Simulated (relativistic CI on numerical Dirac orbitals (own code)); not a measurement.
Co²⁺ (3d7) in a crystal field

Calculated by Dirac-Coulomb-Breit CI, orbitals from a KLI potential per configuration, a model potential for QED, one configuration in a parametric crystal field, unscaled Slater integrals (own radial code). With so little scaling, terms lie 10 to 35 % too far apart, which can change the order of excited levels.

Field parameters in Wybourne normalisation: Td as Oh with Dq negative (B⁴₀ = 21Dq, B⁴₄ = √(5/14) B⁴₀). The field is a parameter set, without covalency.

S is read from ⟨S²⟩ = S(S + 1).

Levels (cm⁻¹, degeneracy): 0 (4), 13960 (4), 14041 (2), 14261 (4), 14400 (2), 22135 (4), 22349 (2), 22568 (4), 23237 (2), 23298 (4), 23326 (2), 23695 (4).

(1) Which field gives this pattern?
A. Td, 10Dq = -13000 cm⁻¹
B. Td, 10Dq = -14150 cm⁻¹
C. Td, 10Dq = -7200 cm⁻¹
D. Td, 10Dq = -8400 cm⁻¹

Results:

(1) B. Td, 10Dq = -14150 cm⁻¹, ground level with S = 1.50.
